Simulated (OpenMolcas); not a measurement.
Computed levels of 4f³ in ions with 57 electrons, in cm-1 above ⁴I°_9/2.

* Program: OpenMolcas 26.06
* Method: CASSCF
* Basis: ANO-R2
* Scalar Hamiltonian: X2C, finite nucleus
* Spin-orbit coupling: RASSI with atomic mean-field integrals over the reference wave functions, term energies averaged over their components

Active space for each ion: 3 electrons in 14 orbitals (4f 5f).

```csv
Level,Pr2+,Pm4+
⁴I°_11/2,1489,2574
⁴I°_13/2,3115,5329
⁴I°_15/2,4832,8176
²H°_9/2,12837,17590
⁴F°_3/2,13097,17622
⁴F°_5/2,13887,19028
⁴S°_3/2,14637,20152
⁴F°_7/2,14655,20292
²H°_11/2,15366,21982
```

**Question.** Estimate ⁴I°_15/2, ²H°_9/2, ⁴F°_3/2 for Nd3+ from its neighbours Pr2+ and Pm4+.

**Answer.** ⁴I°_15/2 is fine structure, which grows about as the fourth power of a screened charge, so the fourth roots are averaged: ((4832^0.25 + 8176^0.25) / 2)^4 = 6340. The calculation gives 6446, so the estimate is off by -1.6 %; the measured value is 5989 (the list in Arab et al., J. Quant. Spectrosc. Radiat. Transfer 229, 145 (2019) and Gaigalas et al. (2019), from Wyart et al. (2007)).
²H°_9/2 is another term, which grows about linearly with the charge: (12837 + 17590) / 2 = 15214. The calculation gives 15472, so the estimate is off by -1.7 %; the measured value is 12800 (the list in Arab et al., J. Quant. Spectrosc. Radiat. Transfer 229, 145 (2019) and Gaigalas et al. (2019), from Wyart et al. (2007)).
⁴F°_3/2 is another term, which grows about linearly with the charge: (13097 + 17622) / 2 = 15360. The calculation gives 15610, so the estimate is off by -1.6 %; the measured value is 11698 (the list in Arab et al., J. Quant. Spectrosc. Radiat. Transfer 229, 145 (2019) and Gaigalas et al. (2019), from Wyart et al. (2007)).

Mixed levels, with the weight of the term that names them: Pm4+ ²H°_9/2 (74 %).

High states are left out of the spin-orbit mixing, which shifts the levels that they would mix with. Without dynamic correlation excited terms often stand tens of per cent too high (terms of higher spin than the ground term too low), and those without a measured partner can miss by more than the paired ones. Active for correlation alone: 5f; no level in the range computed is led by a configuration that fills it, so any true level of that kind is missing. Measured partners are found by configuration, term and J. A level has none where our copy of the source lacks it or the pairing is in doubt (some pairs that miss far off the trend of their configuration count as doubtful), and it then counts in no deviation. Levels of configurations outside the active space are missing.

° marks odd parity.
